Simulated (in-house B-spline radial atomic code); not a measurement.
Computed with a B-spline radial atomic code. Model: two electrons, singlet ground state, non-relativistic, full CI in B-splines with partial waves to l = 8 (at full coupling up to 3e-4 hartree above the limit, correlation up to 0.6 % small), density held at that of full coupling by Lieb maximisation.

W(λ) is the mean repulsion in the state of coupling λ less the Hartree energy of the fixed density. Its start is exact exchange, its initial slope is twice the second-order Görling-Levy correlation energy, and its area from 0 to 1 is E_xc. A straight curve means weak, dynamic correlation, and a curve that drops fast and flattens means strong correlation.

Command:
```bash
python run_ac.py task.json out
```
Settings (lengths in bohr, energies in hartree):
```
potential              coulomb
strength               0.5
lmax                   8
wall_radius            0.7
```

Time taken, with all properties: 1.2 s on 1 thread of Intel(R) Xeon(R) Processor @ 2.30GHz (shared host).

**W = mean repulsion less Hartree energy, and W of three functionals.**

Given: confinement point charge; nuclear charge 0.5; hard wall radius 0.7 bohr; external potential -Z/r.

Computed: PBE exchange minus exact 112.5 millihartree; SCAN exchange minus exact -17.235 millihartree.

| coupling | W xc (hartree) | W xc minus exchange (millihartree) | kinetic minus Kohn-Sham (millihartree) | LDA (PW92) W minus its exchange (millihartree) | PBE W minus its exchange (millihartree) | SCAN W minus its exchange (millihartree) |
| --- | --- | --- | --- | --- | --- | --- |
| 0 | -2.5741 | 0 | 0 | 0 | 0 | 0 |
| 0.02 | -2.5762 | -2.164 | 0 | -14.36 | -3.77 | -1.96 |
| 0.05 | -2.5795 | -5.395 | 0.1 | -30.33 | -9.32 | -4.87 |
| 0.12 | -2.5869 | -12.859 | 0.8 | -60.28 | -21.85 | -11.52 |
| 0.25 | -2.6005 | -26.452 | 3.3 | -104.44 | -43.74 | -23.55 |
| 0.4 | -2.6158 | -41.714 | 8.2 | -146.29 | -67.18 | -36.98 |
| 0.6 | ? | ? | ? | ? | ? | ? |
| 0.8 | -2.6544 | -80.31 | 31.3 | -234.48 | -122.75 | -70.82 |
| 1 | -2.6726 | -98.525 | 47.7 | -270.97 | -147.63 | -86.8 |
| 1.4 | -2.707 | -132.95 | 88.9 | -334.51 | -193.05 | -117.15 |
| 2 | -2.7541 | -180.01 | 168.7 | -413.74 | -252.74 | -159.11 |
| 3 | ? | ? | ? | ? | ? | ? |
| 4.5 | -2.9047 | -330.61 | 644.9 | -639.29 | -436.06 | -299.7 |
| 7 | -3.0063 | -432.26 | 1221.7 | -783.78 | -560.88 | -402.67 |
| 10 | -3.0911 | -517.05 | 1934.7 | -906.24 | -669.81 | -495.04 |

(1) What belongs in the row 0.6?

(2) What belongs in the row 3?

(3) What is the LDA exchange minus exact?

**Energy parts, natural occupations and partial-wave weights.**

Computed: total energy 19.1420 hartree; exchange energy -2.5741 hartree; correlation energy -0.050851 hartree; kinetic part of the DFT correlation energy 0.047674 hartree; initial slope twice GL2 -0.10844 hartree; kinetic part over minus potential part 0.48388; Lieb Oxford ratio E_xc over LDA exchange 1.1811.

| natural | occupation of the shell (electrons) |
| --- | --- |
| s | 1.9965 |
| p | 0.0031765 |
| d | 0.00015264 |
| s | ? |
| f | 2.0826e-05 |
| p | 1.8102e-05 |

(4) What belongs in the row s?

```
wave      weight
   s     0.99831
   p           ?
   d  7.8668e-05
   f  1.1124e-05
   g  2.5862e-06
```

(5) What belongs in the row p?

(6) What is the Kohn-Sham kinetic?

(7) What is the Hartree energy?

## Answers

(1) W xc (hartree): -2.6354; W xc minus exchange (millihartree): -61.384; kinetic minus Kohn-Sham (millihartree): 18.1; LDA (PW92) W minus its exchange (millihartree): -193.54; PBE W minus its exchange (millihartree): -96.06; SCAN W minus its exchange (millihartree): -54.23.

(2) W xc (hartree): -2.8221; W xc minus exchange (millihartree): -248; kinetic minus Kohn-Sham (millihartree): 337.6; LDA (PW92) W minus its exchange (millihartree): -518.99; PBE W minus its exchange (millihartree): -336.17; SCAN W minus its exchange (millihartree): -221.16.

(3) 351.59 millihartree.

(4) occupation of the shell (electrons): 9.3902e-05.

(5) weight: 0.0015977.

(6) 20.16 hartree.

(7) 5.1481 hartree.

Half-way to full coupling W has made 52 % of its drop, against 50 % for a straight line, and second-order (GL2) theory, half the initial slope, overshoots the correlation energy by about 7 %: correlation is weak here. Over couplings 0 to 1 the errors in E_xc come to about +242 millihartree for LDA, +84 millihartree for PBE, -11 millihartree for SCAN, so SCAN is nearest. In LDA and PBE and SCAN the errors of exchange and correlation have opposite signs, so the sum is smaller than the larger of the two.
